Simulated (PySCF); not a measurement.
Geometry:
| atom | x (Å) | y (Å) | z (Å) |
| --- | --- | --- | --- |
| N1 | -0.527 | 3.218 | -1.331 |
| C2 | -0.722 | 2.155 | -0.932 |
| C3 | -1.000 | 0.884 | -0.448 |
| C4 | -0.190 | -0.205 | -0.394 |
| C5 | 1.222 | -0.348 | -0.762 |
| Si6 | 2.341 | 0.004 | 0.760 |
| C7 | -1.049 | -1.283 | 0.214 |
| Si8 | -2.485 | 0.000 | 0.328 |
| H9 | 1.420 | -1.359 | -1.121 |
| H10 | 1.486 | 0.361 | -1.548 |
| H11 | 3.733 | -0.134 | 0.331 |
| H12 | 2.042 | -0.990 | 1.795 |
| H13 | 2.055 | 1.348 | 1.254 |
| H14 | -0.642 | -1.674 | 1.145 |
| H15 | -1.190 | -2.131 | -0.457 |
| H16 | -3.645 | -0.248 | -0.523 |
| H17 | -2.855 | 0.416 | 1.679 |

[PySCF 2.14: GFN2-xTB geometry; GIAO PBE0/pcSseg-1 shieldings; one computed conformer; non-relativistic Hamiltonian; no solvent model; fast rotation and ring inversion assumed for equivalent nuclei]

**Question.** List the cross peaks expected in HSQC, COSY and HMBC spectra.

**Answer.** 

HSQC (one-bond C–H):
| δH | δC |
| --- | --- |
| 2.44 (H9/H10) | 24.7 (C5) |
| 1.97 (H14/H15) | 22.5 (C7) |

COSY cross peaks (H two or three bonds apart, from the bond graph; peaks can be absent where the dihedral angle is near 90°):
| δH | δH |
| --- | --- |
| 4.94 (H16/H17) | 1.97 (H14/H15) |
| 4.03 (H11/H12/H13) | 2.44 (H9/H10) |

HMBC (two and three bonds, from the bond graph):
| δH | δC |
| --- | --- |
| 4.94 (H16/H17) | 190.6 (C4), 120.5 (C2), 110.8 (C3), 22.5 (C7) |
| 4.03 (H11/H12/H13) | 190.6 (C4), 24.7 (C5) |
| 2.44 (H9/H10) | 190.6 (C4), 110.8 (C3), 22.5 (C7) |
| 1.97 (H14/H15) | 190.6 (C4), 110.8 (C3), 24.7 (C5) |

δ = σ(ref) − σ, references computed at the same level: ¹H and ¹³C vs TMS.

Shifts are as computed. Against solution values, carbons near 30 ppm lie about +3 ppm off and those near 130 ppm about +5 ppm. Of 1211 compounds with measured shifts, 218 miss one by over three times the rms of a fit or turn the order of signals round; such compounds aren't used in these exercises.
